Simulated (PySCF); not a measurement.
Mg(Cl)(GeH3) (ClGeH3Mg), SMILES [Cl][Mg][GeH3]. Atoms are numbered in the order given.

```xyz
6

Mg     0.0000     0.0000    -0.8482
Cl     0.0000     0.0000    -3.0441
Ge     0.0000     0.0000     1.7179
H      1.2334     0.7121     2.3189
H     -1.2334     0.7121     2.3189
H      0.0000    -1.4242     2.3189
```
Charge 0, spin multiplicity 1.

Geometry optimised at B3LYP-D3(BJ)/def2-TZVP.

All values below come from TDDFT-M06-2X/def2-SVPD in PySCF.

Vertical excitations; the highest root listed may be one member of a degenerate set. The molecule is in vacuum. State labels are in the subgroup Cs.

```tsv
state	symmetry	energy (eV)	λ (nm)	f	main pairs
S1	A'	5.48	226	0.567	HOMO→LUMO 97 %
S2	A"	5.48	226	0.092	HOMO→LUMO+2 (degenerate set)
S3	A'	5.48	226	0.092	HOMO→LUMO+1 (degenerate set)
S4	A"	6.37	195	0.052	HOMO−1→LUMO (degenerate set)
S5	A'	6.37	195	0.052	HOMO−2→LUMO (degenerate set)
S6	A"	6.76	183	0.000	HOMO−1→LUMO+1 47 %, HOMO−2→LUMO+2 47 %
S7	A'	6.81	182	0.000	HOMO−2→LUMO+1, HOMO−1→LUMO+2 (degenerate set)
S8	A"	6.81	182	0.000	HOMO−2→LUMO+2, HOMO−1→LUMO+1 (degenerate set)
S9	A'	7.06	176	0.000	HOMO→LUMO+3 40 %, HOMO−2→LUMO+1 17 %, HOMO−1→LUMO+2 17 %, HOMO→LUMO+6 13 %
S10	A'	7.22	172	0.136	HOMO→LUMO+3 31 %, HOMO−1→LUMO+2 22 %, HOMO−2→LUMO+1 22 %, HOMO−5→LUMO 8 %
T1	A'	4.17	297	0	HOMO→LUMO 89 %
T2	A'	4.57	271	0	HOMO→LUMO+1 (degenerate set)
T3	A"	4.57	271	0	HOMO→LUMO+2 (degenerate set)
T4	A'	6.07	204	0	HOMO−2→LUMO 89 %
```
Triplets are in the Tamm–Dancoff approximation, which puts them higher than full response would, so one can lie above its singlet here.
